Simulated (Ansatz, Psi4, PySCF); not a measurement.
CHO2, doublet, geometry from GFN2-xTB. Base run: PySCF with R2SCAN/6-31G*.

Geometry (Å):
```xyz
4

O     -1.0737    -0.4293    -0.0043
C     -0.0462     0.1875     0.0014
O      1.1503     0.1183     0.0019
H     -0.3355     1.3628     0.0103
```
Charge 0, spin multiplicity 2.
Orbitals are unrestricted.
All else is at PySCF's defaults.

The same geometry, method and basis name were run in Ansatz (a program for electronic structure) and Psi4 and PySCF, at each program's defaults and at the settings that a row names. The base is PySCF at its defaults. Differences at the defaults can come from grids, fitting, cores and function types together.

```tsv
code and settings	ΔE vs base (mEh)	basis functions	E (Eh)	SCF cycles	dipole (D)
PySCF, defaults (exact integrals, its default grid, spherical functions)	0.000	44	-188.98449	11	1.49
Psi4, defaults (density fitting with its default set, its default grid, Cartesian functions)	-2.588	47	-188.98707	11	1.48
Ansatz, defaults (factorised integrals, its default grid, Cartesian functions)	-2.578	47	-188.98707	-	-
PySCF, density fitting with def2-universal-jkfit	-0.052	44	-188.98454	11	1.49
PySCF, fine grid	-0.012	44	-188.98450	11	1.49
Psi4, exact integrals, spherical functions, fine grid	-0.015	44	-188.98450	13	1.49
Ansatz, high accuracy, Cartesian functions as the basis file defines them	-2.577	47	-188.98706	-	-
```

Open shells are given as the SCF converged; they aren't shown to be the lowest states, and a large step between rows can be another state.
